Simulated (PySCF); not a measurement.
C5H6BN, SMILES C1CB(C=1C#C)N. Geometry optimised at B3LYP-D3(BJ)/def2-SVP. This is a generated structure with no PubChem entry under its InChIKey; it may be hypothetical. Other conformers were not sampled.

Computed equilibrium geometry at B3LYP-D3(BJ)/def2-SVP (PySCF confirms it by a frequency run) as a Z-matrix, and its point group (one conformer of several):
point group Cs.
```
C
C 1 1.3646
H 2 1.0989 1 129.50
C 1 1.4155 2 131.94 3 0.00
C 4 1.2164 2 158.75 3 0.00
H 5 1.0732 2 164.92 3 0.00
C 2 1.5251 3 129.33 1 180.00
H 7 1.1049 2 114.86 3 -62.93
H 7 1.1049 8 107.79 2 -129.45
B 1 1.5739 2 88.29 3 180.00
N 10 1.3872 1 135.15 2 180.00
H 11 1.0131 10 123.25 1 180.00
H 11 1.0138 12 114.14 10 180.00
```
